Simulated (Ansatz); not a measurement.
A geometry optimisation of BFSi2 with B3LYP-D3(BJ)/def2-SVP

The starting geometry of this gas-phase triplet was optimised with GFN2-xTB.

```yaml
atoms:
  - { symbol: B, position_ang: [-1.7125, 0.5445, -1.1110] }
  - { symbol: F, position_ang: [-2.7894, 1.3508, -1.1104] }
  - { symbol: Si, position_ang: [0.0230, 0.4313, -1.7283] }
  - { symbol: Si, position_ang: [2.0204, -0.1005, -2.4206] }
```

**Question.** Predict what it relaxes into with B3LYP-D3(BJ)/def2-SVP.

**Answer.** A new bond forms, giving a structure given below by its coordinates. Contacts that close: B1–Si4 (4.01 → 1.98 Å).

The energy falls by 1.85 eV over 17 steps:

| step | E − E(last) (eV) |
| --- | --- |
| 1 | 1.847 |
| 3 | 1.695 |
| 5 | 1.630 |
| 6 | 1.575 |
| 8 | 1.466 |
| 10 | 1.202 |
| 12 | 0.347 |
| 13 | 0.198 |
| 15 | 0.000 |
| 17 | 0.000 |

Final geometry (Å):

```xyz
4

B    -1.0868    0.5143   -1.4804
F    -2.3598    0.4006   -1.1779
Si    0.4290    1.7691   -1.7106
Si    0.5590   -0.4579   -2.0014
```

Frequencies at the end are all real (lowest 250 cm⁻¹). Open shells are spin-unrestricted. The triplet needn't be the ground state. Run with Ansatz 0.2.0, 87 s on 1 thread of Intel(R) Xeon(R) Platinum 8259CL CPU @ 2.50GHz (Skylake/Cascade Lake), with other jobs on the host.
